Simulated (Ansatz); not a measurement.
Consider the ligand exchange at the Al–C bond: `C=C[CH2][AlH][Cl]` + CH₃OH → `C[O][AlH][Cl]` + `C=CC`.

Calculated with Ansatz (gas phase, PBE0-D4/def2-TZVP geometries, no zero-point term in ΔE). CCSD(T)/CBS is the MP2 limit (def2-TZVPP, def2-QZVPP) plus CCSD(T) − MP2 in def2-TZVPP, frozen cores. This one scheme is used for every species. Functionals use def2-TZVPP. Each species was taken in one conformer, which may not be the lowest.

| level | ΔE (kJ/mol) |
| --- | --- |
| PBE-D4 | -119.3 |
| BHLYP-D4 | -149.1 |
| ωB97X-V | -136.2 |
| B2PLYP | -147.4 |
| BLYP | -152.2 |
| r2SCAN0 | -129.3 |
| HF/def2-QZVPP | -170.4 |
| MP2/CBS(def2) | -133.1 |

(1) What does CCSD(T)/CBS give? (An estimate is asked.)

(2) What do rigid-rotor, harmonic-oscillator terms from PBE0-D4/def2-TZVP frequencies (298.15 K, 1 bar) make of the CCSD(T)/CBS value? (Best estimate.)

Largest T1 diagnostic among the species: 0.011.

Results:

(1) The calculation gave: -136.8 kJ/mol. The listed levels differ from it by 17.5, -12.3, 0.6, -10.6, -15.4, 7.5, -33.6, 3.7 kJ/mol.

(2) Ansatz gave: ΔZPE = +1.5 kJ/mol, ΔH = -135.2 kJ/mol, ΔS = 16 J/(mol·K), ΔG = -140.0 kJ/mol.

At CCSD(T), def2-SVP lies −13.6 kJ/mol from the extrapolated value and def2-TZVPP −1.8 kJ/mol. The D4 term adds +6.6 kJ/mol with B3LYP and +3.6 kJ/mol with PBE0; it sums over pairs of atoms, weighted by their polarisabilities, and B3LYP, whose exchange is more repulsive, gets the larger term. Leaving LDA and LC-ωPBE aside and taking each functional with its dispersion term where it has one, the values, not all of them listed here, spread over 29.9 kJ/mol, from CAM-B3LYP-D4 to revPBE-D4. LDA lies +10.9 kJ/mol from PBE without D4.

B3LYP here is the variant with VWN-RPA as its local correlation; programs differ in this.
